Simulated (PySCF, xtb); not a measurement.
C2BrCl2F, SMILES F/C(Cl)=C(/Cl)Br.

Harmonic wavenumbers (cm⁻¹) from GFN2-xTB (xtb 6.7.1) at its own minimum, in rising order: 103, 120, 184, 257, 295, 354, 418, 472, 719, 847, 1083, 1625.

### Question
What does PBE-D3(BJ)/def2-SVP run with PySCF give at its own minimum? (Estimate from the structure and the level; the computed values follow.)

### Answer
105, 154, 210, 281, 294, 395, 500, 517, 782, 933, 1183, 1645. Paired by order, the mean absolute difference is 44 cm⁻¹ and the zero-point energies are 9.3 and 10.0 kcal/mol.
